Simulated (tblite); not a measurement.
Here is a computed GFN2-xTB geometry (Å):
```
atom  x, y, z in Å
C1    -1.8043    0.2016   -1.5553
C2    -1.7461   -0.6330   -0.5246
C3    -0.5476   -0.9539    0.2411
C4    -0.6213   -1.7253    1.3275
C5     0.7560   -0.4004   -0.2027
C6     1.3017   -0.7390   -1.3611
C7     1.4069    0.5721    0.7415
C8     0.5987    1.8651    0.7998
F9     1.1494    2.7296    1.7150
H10   -0.9315    0.7110   -1.9277
H11   -2.7311    0.3998   -2.0656
H12   -2.6483   -1.1205   -0.1775
H13   -1.5562   -2.1417    1.6633
H14    0.2507   -1.9805    1.9052
H15    0.8250   -1.4377   -2.0272
H16    2.2533   -0.3452   -1.6774
H17    1.4460    0.1495    1.7481
H18    2.4245    0.7973    0.4191
H19   -0.4314    1.6778    1.1197
H20    0.6007    2.3839   -0.1642
```

Charge 0, singlet.

(1) Read off the bonds between heavy atoms and their formal orders.

(2) Which species is it?

(3) What is the point group of this geometry?

(4) Classify the heavy atoms.

(5) What is the arrangement about C4?

(6) What is the arrangement about C8?

Answers

(1) C1–C2 1.33 Å (double); C2–C3 1.46 Å (single); C3–C4 1.33 Å (double); C3–C5 1.48 Å (single); C5–C6 1.32 Å (double); C5–C7 1.50 Å (single); C7–C8 1.53 Å (single); C8–F9 1.37 Å (single). Bonds to hydrogen (Å): C1–H10 1.08; C1–H11 1.08; C2–H12 1.08; C4–H13 1.08; C4–H14 1.08; C6–H15 1.08; C6–H16 1.08; C7–H17 1.09; C7–H18 1.09; C8–H19 1.09; C8–H20 1.09.

(2) `C=CC(=C)C(=C)CCF`, C8H11F. Among its features: C=C double bond and C–F bond.

(3) C1 (no symmetry element, even within 0.4 Å).

(4) C1: terminal =CH2 carbon; C2: alkene CH carbon; C3: fully substituted alkene carbon; C4: terminal =CH2 carbon; C5: fully substituted alkene carbon; C6: terminal =CH2 carbon; C7: allylic carbon; C8: sp3 C–F carbon; F9: alkyl fluorine.

(5) It has 3 neighbours (C3, H13, H14) and is planar (angles 121.9°, 121.7° and 116.4°, sum 360.0°, 0.01 Å off the plane of its three neighbours).

(6) It has 4 neighbours (C7, F9, H19, H20) and is tetrahedral (angles from 106.7° to 111.5°).
